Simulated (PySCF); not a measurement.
# What a mistake does to a calculation on BFH3NSi

Calculated results; nothing here was measured. They come from PySCF 2.14.0, an open-source quantum chemistry program, on an isolated molecule that a program drew, which may never have been made. The molecule is BFH3NSi (charge 0, singlet), drawn as the SMILES string `B[Si](=N)F`.

Each row is a Hartree-Fock (HF) and frozen-core CCSD(T) single point in the cc-pV(D+d)Z basis, meant for a local HF minimum. Run 1 is clean. Each other run has one planted mistake out of seven kinds, and not every kind appears here: one electron removed, one electron added, multiplicity raised by two, geometry at a saddle point, minimal basis STO-3G, one bond length entered in bohr, all coordinates scaled. The reference is restricted for singlets and unrestricted otherwise, and also for a bond in bohr. Adding or removing an electron swaps singlet and doublet. Electrons count all cores. HOMO and LUMO are orbital energies over both spins, the gradient is its largest component, and the lowest frequency (negative if imaginary) is given only where the gradient is small. Bond lengths are over the 6 bonds as drawn. T1 is the CCSD diagnostic: over 0.02 (restricted) or 0.045 (unrestricted) a single reference is doubtful.

Geometry of the clean run:
```xyz
7
BFH3NSi, angstrom
B     0.5057   -0.1180   -2.3837
Si    0.9592   -0.1225   -0.4260
N     0.0701    0.5603    0.6389
F     2.3384   -0.9278   -0.2312
H     0.8929    0.7619   -3.0935
H    -0.1602   -0.9920   -2.8534
H     0.1020    0.6767    1.6294
```

| run | electrons | basis functions | <S^2> | HOMO (eV) | LUMO (eV) | gradient (hartree/bohr) | lowest frequency (cm^-1) | mean bond (Å) | longest bond (Å) | T1 | HF (hartree) | CCSD(T) (hartree) | mistake |
|---|---|---|---|---|---|---|---|---|---|---|---|---|---|
| 1 | 38 | 80 | 0.000 | -10.44 | 0.88 | 1.0e-05 | 112 | 1.4254 | 2.010 | 0.0179 | -469.25736 | -469.82637 | no fault |
| 2 | 38 | 80 | 2.016 | -8.57 | -2.75 | 6.2e-02 | - | 1.4254 | 2.010 | 0.0489 | -469.10810 | -469.67788 | multiplicity raised by two |
| 3 | 37 | 80 | 0.756 | -18.63 | -7.15 | 9.7e-02 | - | 1.4254 | 2.010 | 0.0169 | -468.95058 | -469.46741 | one electron removed |
| 4 | 38 | 80 | 0.000 | -10.39 | 0.14 | 5.3e-05 | -111 | 1.4288 | 2.020 | 0.0189 | -469.25560 | -469.82725 | geometry at a saddle point |
| 5 | 38 | 80 | 0.687 | -10.26 | 0.41 | 1.7e-02 | - | 1.6026 | 2.258 | 0.0594 | -469.13692 | -469.70588 | one bond length entered in bohr |
| 6 | 38 | 27 | 0.000 | -6.78 | 5.63 | 3.8e-02 | - | 1.4254 | 2.010 | 0.0185 | -463.38961 | -463.58574 | ? |

**Which mistake was planted in run 6, and what did it cost?**

It has 27 basis functions where the clean run has 80, with the same electrons and geometry. So the mistake is: minimal basis STO-3G. Subtracting run 1 and multiplying by 627.51 kcal/mol a hartree, the energy moved by 3682.1 kcal/mol in HF and 3916.1 kcal/mol in CCSD(T).

Cautions from the logs. Run 2: T1 is over the limit, so its CCSD(T) energy is less reliable; run 5: T1 is over the limit, so its CCSD(T) energy is less reliable.
